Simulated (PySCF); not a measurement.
# Dipole response of As⁺ (arsenic, charge +1)

[Ar] 3d10 4s2 4p2, high-spin 3P determinant. Computed with PySCF 2.14 in aug-cc-pVQZ-PP with one added diffuse shell each of s, p, d, f, g type with ECP10MDF (8s7p6d4f3g, 114 functions), with scalar relativity through the core potential. Coupled (time-dependent) response in atomic units; α is the mean over directions.

| method | mean α (bohr³) | α xx, yy, zz | C₆ (like pair) | S(−4) |
| --- | --- | --- | --- | --- |
| UHF | 16.88 | 15.85, 17.40, 17.40 | 102.9 | 82.06 |
| PBE | 17.00 | 15.47, 17.77, 17.77 | 103.0 | 87.49 |
| PBE0 | 16.78 | 15.45, 17.44, 17.44 | 101.5 | 82.79 |
| BLYP | 16.96 | 15.32, 17.77, 17.77 | 102.2 | 88.19 |

S(−4) is the Cauchy moment in α(ω) = α(0) + S(−4) ω² + …

Spin-orbit coupling is absent.

α(iu) at PBE:

```
u (hartree)  α(iu) (bohr³)
          0          17.00
     0.0500          16.79
      0.100          16.18
      0.200          14.18
      0.300          11.85
      0.500          7.952
      0.750          5.003
       1.00          3.388
       1.50          1.865
       2.00          1.204
       3.00         0.6450
       5.00         0.2854
```

A single London oscillator, α(iu) = α/(1 + u²/ω²), gives C₆ = (3/4) ω α². Matching the computed C₆ needs ω = 4 × 103.0 / (3 × 17.00²) = 0.475 hartree.

For an ion, C₆ is the dispersion term alone; charge-induced terms of lower order in 1/R come first.

The components differ because the open shell of this determinant is not spherical; for a pure term their mean is the scalar polarisability.

Energies and moments cover only the electrons outside the core potential.
